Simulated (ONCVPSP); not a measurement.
# Scattering properties, ONCV potential for V

```
Element                 : vanadium
Generator               : ONCVPSP 4.0.1
Type                    : optimised norm-conserving Vanderbilt (ONCV)
Functional              : PBE
Relativity              : scalar-relativistic
Frozen core             : [Ar]
Valence charge          : 5
Reference configuration : 3d3 4s1.75 4p0.25
Partial waves           : 4s: rc 2.80 bohr, ncon 4, nbas 7, qcut 1.9 1/bohr, 1 projector; 4p: rc 2.80 bohr, ncon 3, nbas 7, qcut 2.9 1/bohr, 3 projectors, debl 1.2 Ha; 3d: rc 1.10 bohr, ncon 4, nbas 8, qcut 9.1 1/bohr, 1 projector
Local potential         : polynomial inside 0.80 bohr (lpopt 5, dvloc0 0 Ha)
Core correction         : Teter function, fcfact 2.75, rcfact 1.45
```

The phase is arctan(r·R′/R) of the radial function R(r), unwrapped; energies in Ha, scanned from -2 to 5 Ha. A pole is an energy at which the radial function vanishes at the test radius. The pseudo phase is shifted by a multiple of π to meet the all-electron one at the reference energy, and phase errors are pseudo minus all-electron; the curves can meet again beyond the range given. Levels narrower than the energy grid can be missing from the lists of poles.

Q: For each channel, where are the poles, and over which energies does the pseudopotential scatter like the atom?

A:

```
channel  radius (bohr)  reference energy (Ha)  poles, all-electron  poles, pseudo  unbroken range about the reference energy with phases within 0.05 rad  phase error 1 Ha above the reference energy (rad)
      s           2.84                  -0.18           0.69, 4.23     0.47, 1.40                                                              below 0.4                                             -2.387
      p           2.84                  -0.06    -1.62, 1.11, 4.63     1.11, 4.38                                                            -1.5 to 4.8                                             -0.003
      d           1.12                  -0.20                 2.46           2.61                                                              below 4.3                                             +0.003
```

Note: ghosts flagged at negative energy: s at -211.0 eV; GHOST(+) flagged for p at 26.4 eV. A true bound ghost makes a file unfit for plane-wave use.

Phases in the d channel:

```
E (Ha)  all-electron  pseudo
 -1.98         0.471   0.480
 -1.62         0.225   0.234
 -1.26        -0.086  -0.080
 -0.90        -0.422  -0.419
 -0.54        -0.719  -0.718
 -0.18        -0.947  -0.947
  0.18        -1.113  -1.113
  0.54        -1.236  -1.234
  0.90        -1.329  -1.325
  1.26        -1.402  -1.396
  1.62        -1.462  -1.454
  1.98        -1.512  -1.502
  2.34        -1.557  -1.543
  2.70        -1.598  -1.580
  3.06        -1.636  -1.614
  3.42        -1.673  -1.645
  3.78        -1.711  -1.676
  4.14        -1.750  -1.706
  4.50        -1.793  -1.736
  4.86        -1.841  -1.768
```
